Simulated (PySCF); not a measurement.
**Ni(2+) (nickel, charge +2) across methods**

[Ar] 3d7 4s1, high-spin 5F determinant (an excited configuration). Calculation: PySCF 2.14, in aug-cc-pVTZ-DK (8s7p5d3f2g, 93 functions); scalar relativity by spin-free X2C-1e.

```tsv
method	E (hartree)	mean ε 3d α (eV)	mean ε 3d β (eV)	mean ε 4s α (eV)	Σ⟨r²⟩ (bohr²)	⟨S²⟩
PW91	-1519.490	-36.557	-33.678	-24.853	19.05	6.000
PBE	-1519.111	-36.452	-33.519	-24.738	19.06	6.000
r2SCAN0	-1519.318	-40.017	-36.746	-25.866	18.93	6.001
r2SCAN	-1519.342	-37.064	-33.999	-25.047	18.96	6.001
LC-wPBE	-1519.166	-41.843	-38.908	-28.315	19.02	6.000
UHF	-1518.06043	-48.012	-43.874	-27.657	19.04	6.002
PBE0	-1519.139	-39.549	-36.356	-25.593	19.00	6.001
BP86	-1519.591	-36.540	-33.756	-24.923	19.00	6.000
```

(1) Estimate the same row for LDA.

Results:

(1) E (hartree) = -1516.544; mean ε 3d α (eV) = -36.756; mean ε 3d β (eV) = -33.537; mean ε 4s α (eV) = -25.054; Σ⟨r²⟩ (bohr²) = 19.03; ⟨S²⟩ = 6.000.
